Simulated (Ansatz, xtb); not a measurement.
**Isomers of BHOSe in order of energy**

4 gas-phase structures of BHOSe, found in a search over its isomers (lower ones may exist). Each was relaxed with GFN2-xTB:

A. a singlet given by its coordinates
B. `O=B[SeH]`, a singlet
C. `B=[O+][Se-]`, a singlet
D. a singlet given by its coordinates

A (Å):

| atom | x (Å) | y (Å) | z (Å) |
| --- | --- | --- | --- |
| B | -0.7854 | -1.7768 | -3.4445 |
| O | -0.1303 | -2.1390 | -2.4024 |
| Se | -1.5740 | -1.2851 | -4.8984 |
| H | -0.4189 | -2.3959 | -1.5325 |

Close contacts (Å): B1–O2 1.28, B1–Se3 1.73, O2–H4 0.95.

D (Å):

```yaml
atoms:
  - { symbol: B, position_ang: [-0.2350, -0.6048, -0.5529] }
  - { symbol: O, position_ang: [0.9946, -0.2937, -0.3377] }
  - { symbol: Se, position_ang: [-0.0578, 1.2163, -1.0733] }
  - { symbol: H, position_ang: [-0.9844, -1.4765, -0.4718] }
```

Close contacts (Å): B1–O2 1.29, B1–Se3 1.90, O2–Se3 1.98, B1–H4 1.15.

Q: Make a reasoned guess at their ranking by r2SCAN-D4/def2-SVP single-point energy.

A: Calculated order at r2SCAN-D4/def2-SVP: A (0.0), B (1.4), D (44.6), C (73.0) kcal/mol.

Energies above the lowest of each column, in kcal/mol; the last columns are at B3LYP-D4/def2-TZVP geometries and were run for some of them only (a dash: not run or not comparable):

| structure | GFN2-xTB | HF/STO-3G | r2SCAN-D4/def2-SVP | B3LYP-D4/def2-TZVP | CCSD(T)/def2-TZVPP |
| --- | --- | --- | --- | --- | --- |
| A | 0.5 | 9.7 | 0.0 | 0.0 | 0.0 |
| B | 0.0 | 0.0 | 1.4 | 1.3 | 1.2 |
| D | 25.1 | 47.2 | 44.6 | 41.8 | 43.1 |
| C | 28.4 | 64.7 | 73.0 | – | – |

CCSD(T)/def2-TZVPP puts A lowest of those it was run on; GFN2-xTB picks B, HF/STO-3G picks B. Flexible structures stand in one conformer each, not always the lowest. Frequencies (B3LYP-D4/def2-TZVP) were run for A, B, D alone.

Over these structures GFN2-xTB departs from r2SCAN-D4/def2-SVP by 15.8 kcal/mol on average once a common shift is removed. A GFN2-xTB relaxation took about 0.052 s and the r2SCAN-D4/def2-SVP energy about 0.82 s on a shared host (Ansatz 0.2.0, xtb 6.7.1).
